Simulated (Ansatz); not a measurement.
Consider the formal exchange of groups at the Si–N bond: `O/C=N/[SiH2]Cl` + `C#CN=C=C` → `C=C=N[SiH2]Cl` + `C#C/N=C/O`.

Isolated molecules relaxed with PBE0-D4/def2-TZVP in Ansatz; ΔE leaves out vibrations. CBS: MP2 limit from def2 TZ/QZ plus the TZ coupled-cluster correction, frozen cores. Double bonds are as drawn, so ΔE can hold a change between cis and trans. DFT in def2-TZVPP. One conformer a species, not always the lowest.

```
             level  ΔE (kJ/mol)
            PBE-D4        -21.1
         r2SCAN-D4        -23.7
           ωB97X-V        -24.0
            r2SCAN        -23.6
              PBE0        -23.4
CCSD(T)/def2-TZVPP        -23.3
SCS-MP2/def2-QZVPP        -23.6
      HF/CBS(def2)        -30.3
```

**Question.** What does CCSD(T)/CBS give? (Estimate.)

**Answer.** Ansatz gave: -22.7 kJ/mol. The listed levels differ from it by 1.6, -1.0, -1.3, -0.9, -0.7, -0.6, -0.9, -7.6 kJ/mol.

Largest T1 diagnostic among the species: 0.015.

In def2-TZVPP, CCSD(T) changes the Hartree–Fock value by +7.0 kJ/mol (the triples alone add +0.8 kJ/mol) and MP2 by +6.1 kJ/mol.
